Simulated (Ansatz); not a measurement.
# Ligand exchange: Ge(CH3)F3 + C2H2ClF → GeHF3 + C3H4ClF

Species: Ge(CH3)F3, singlet; C2H2ClF (1-chloro-2-fluoroethylene) `F/C=C/Cl`, singlet; GeHF3 `[F][GeH]([F])[F]`, singlet; C3H4ClF `C/C(Cl)=C/F`, singlet. The partners trade CH3 for H: Ge–CH3 and C–H bonds give way to Ge–H and C–CH3.

Shapes, held fixed at every level: PBE0-D4/def2-TZVP. Programs: Ansatz 0.2.0. Electronic energies: no zero-point or thermal term.

Estimate ΔE of this reaction.

The highest level, CCSD(T)/def2-TZVPP, gives ΔE = +35.7 kJ/mol; the levels span +31.7 to +36.5. The column of differences is taken from that level and isn't an error. No measured value is set beside it here. Relativity is left out for Ge unless named. Correlated rows may include outer-core shells of Ge, which these sets cover unevenly.

```tsv
level	kind	ΔE (kJ/mol)	less CCSD(T)/def2-TZVPP
PBE-D4/def2-TZVPP	GGA	+31.7	-4.0
r2SCAN-D4/def2-TZVPP	meta-GGA	+33.1	-2.6
B3LYP-D4/def2-TZVPP	global hybrid	+33.6	-2.1
PBE0-D4/def2-TZVPP	global hybrid	+32.6	-3.1
wB97X-V/def2-TZVPP	range-separated hybrid	+33.4	-2.3
MP2/def2-TZVPP	perturbation theory	+33.2	-2.5
CCSD/def2-TZVPP	coupled cluster or CI	+36.5	+0.8
CCSD(T)/def2-TZVPP	coupled cluster or CI	+35.7	0.0
```
